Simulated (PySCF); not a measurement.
Sn(Cl)(OH) (ClHOSn), SMILES [Cl][Sn][OH] (connectivity only; charge and spin as stated), neutral, multiplicity 1.

The structure is a stationary point at PBE-D3(BJ)/def2-TZVP. The def2 effective core potentials stand for the cores of Sn; spin–orbit coupling is left out. Other conformers were not sampled.

The numbers are results of PBE-D3(BJ)/def2-TZVP (PySCF), not measurements.

Frequencies are harmonic and unscaled.

Estimate the vibrational spectrum. (An estimate is asked for; the answer gives what the named calculation found.)


```
mode  ν (cm⁻¹)  IR (km/mol)  Raman (Å⁴/amu)  depolarisation  moving atoms (share of kinetic energy)
----  --------  -----------  --------------  --------------  --------------------------------------
1          146         11.3             3.0            0.65        O 56 %, Cl 23 %, Sn 11 %, H 10 %
2          321         60.2            10.3            0.37                        Cl 77 %, Sn 23 %
3          446        108.5             1.8            0.75                           H 91 %, O 9 %
4          572         94.2            14.9            0.28                         O 86 %, Sn 12 %
5          736         61.5             0.6            0.70                                  H 91 %
6         3687         49.0            98.7            0.21                                  H 94 %
```
